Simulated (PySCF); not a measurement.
[MoO3(OH)]- (charge -1 and singlet state).
Structure used (PBE0-D3(BJ)/def2-SVP), in Å, numbered top down from 1:
```xyz
6
HMoO4 angstrom
Mo     0.1773    0.3133    0.2909
O      0.1473    0.2858    2.0069
O      1.7914    0.3065   -0.2979
O     -0.6436    1.6933   -0.3230
O     -0.7192   -1.2794   -0.3578
H     -0.7533   -1.3196   -1.3190
```

Level of theory: PySCF, TDDFT PBE0/def2-SVPD, vertical, gas phase, core orbitals frozen in the response, def2 core potentials past Kr. Spin–orbit coupling is left out.

Question: What does the calculation give for the low-lying excited states?

Answer: 

```
state  E (eV)  E (hartree)       f   main configurations (H = HOMO, L = LUMO)
   S1    5.00       0.1839  0.0009      H→L+1 (56%), H-1→L+1 (18%), H→L (14%)
   S2    5.11       0.1878  0.0003                 H→L+2 (62%), H-2→L+1 (24%)
   S3    5.37       0.1974  0.0030  H-1→L+1 (47%), H-2→L+2 (24%), H-1→L (12%)
   S4    5.37       0.1975  0.0050  H-2→L+1 (39%), H-1→L+2 (29%), H-2→L (13%)
   S5    5.58       0.2052  0.0048  H-1→L+2 (44%), H-3→L+1 (27%), H→L+2 (16%)
   S6    5.60       0.2057  0.0074   H-2→L+2 (56%), H-3→L+2 (18%), H→L+1 (8%)
   S7    5.70       0.2094  0.0000                     H→L (70%), H→L+1 (23%)
   S8    5.88       0.2160  0.0016                 H-1→L (73%), H-1→L+1 (17%)
   S9    5.92       0.2176  0.0012   H-2→L (63%), H-3→L+1 (13%), H-2→L+1 (9%)
  S10    6.19       0.2275   0.050  H-3→L+1 (21%), H-2→L+1 (19%), H-3→L (19%)
```

Triplets, Tamm–Dancoff:

```tsv
state	E (eV)	λ (nm)	main configurations (H = HOMO, L = LUMO)
T1	4.64	267.0	H→L+1 (74%), H→L (18%)
T2	4.77	259.8	H-2→L+1 (71%), H-2→L (13%)
T3	4.78	259.4	H-1→L+1 (64%), H-1→L (15%)
T4	4.83	256.8	H→L+2 (81%)
```

The lowest singlet lies at 5.00 eV (248 nm, ultraviolet) and is very weak; its leading configuration is HOMO→LUMO+1 (56%). The most intense listed level is S10 at 6.19 eV (200 nm, f = 0.050), 1.19 eV above S1. It is the last of those listed, so stronger ones may follow. S3/S4 lie within about 0.01 eV of each other. For S1 the Löwdin share of molybdenum is at most 3% in HOMO and 58% in LUMO+1 (ligand-to-metal charge transfer by this measure). Weighted by f, the mean energy of these states is 5.97 eV. The listed states span 1.19 eV. Orbital energies (eV): HOMO-3 -3.97, HOMO-2 -3.51, HOMO-1 -3.47, HOMO -3.28, LUMO 3.46, LUMO+1 3.71, LUMO+2 3.84. No detachment energy is given for this anion; states above it aren't bound, and a finite basis only mimics them. Singlets were solved by full linear response, triplets in the Tamm–Dancoff approximation.

Hardware: Arm Neoverse V1, one thread (shared host). Cost: 13 s of wall time.
